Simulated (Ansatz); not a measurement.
# Redistribution: CH2Br2 + C2H3Br → CH3Br + C2H2Br2

Species: CH2Br2 (dibromomethane) `BrCBr`, singlet; C2H3Br (vinyl bromide) `C=CBr`, singlet; CH3Br (bromomethane) `CBr`, singlet; C2H2Br2 `Br/C=C\Br`, singlet. The partners trade Br for H; both sit on C, so the bond types are kept.

Shapes, held fixed at every level: PBE0-D4/def2-TZVP. Programs: Ansatz 0.2.0. The zero-point and thermal change to 298 K, harmonic and unscaled (PBE0-D4/def2-TZVP), is 0.0 kJ/mol.

Task: Estimate ΔH(298 K) of this reaction.

Result: The highest level, CCSD(T)/def2-TZVPP, gives ΔH(298 K) = -13.6 kJ/mol; the levels span -18.1 to -11.8. The column of differences is taken from that level and isn't an error. No measured value is set beside it here. Relativity is left out for Br. Outer-core shells of Br are correlated in most correlated rows, in sets that cover them unevenly. Times are processor times on shared x86 and Arm servers, and rough.

```json
{"level": "HF/def2-SVP", "kind": "Hartree–Fock", "ΔH(298 K) (kJ/mol)": "-11.8", "less CCSD(T)/def2-TZVPP": "+1.8", "CPU time (sum over the molecules)": "–"}
{"level": "SPW92/def2-TZVPP", "kind": "LDA", "ΔH(298 K) (kJ/mol)": "-18.1", "less CCSD(T)/def2-TZVPP": "-4.5", "CPU time (sum over the molecules)": "10 s"}
{"level": "PBE-D4/def2-TZVPP", "kind": "GGA", "ΔH(298 K) (kJ/mol)": "-15.3", "less CCSD(T)/def2-TZVPP": "-1.7", "CPU time (sum over the molecules)": "19 s"}
{"level": "B3LYP-D4/def2-TZVPP", "kind": "global hybrid", "ΔH(298 K) (kJ/mol)": "-13.3", "less CCSD(T)/def2-TZVPP": "+0.3", "CPU time (sum over the molecules)": "32 s"}
{"level": "BHLYP-D4/def2-TZVPP", "kind": "global hybrid", "ΔH(298 K) (kJ/mol)": "-13.0", "less CCSD(T)/def2-TZVPP": "+0.6", "CPU time (sum over the molecules)": "24 s"}
{"level": "B2PLYP/def2-TZVPP", "kind": "double hybrid", "ΔH(298 K) (kJ/mol)": "-13.0", "less CCSD(T)/def2-TZVPP": "+0.6", "CPU time (sum over the molecules)": "39 s"}
{"level": "MP2/def2-SVP", "kind": "perturbation theory", "ΔH(298 K) (kJ/mol)": "-17.9", "less CCSD(T)/def2-TZVPP": "-4.3", "CPU time (sum over the molecules)": "–"}
{"level": "CCSD(T)/def2-TZVPP", "kind": "coupled cluster or CI", "ΔH(298 K) (kJ/mol)": "-13.6", "less CCSD(T)/def2-TZVPP": "0.0", "CPU time (sum over the molecules)": "2 min"}
```
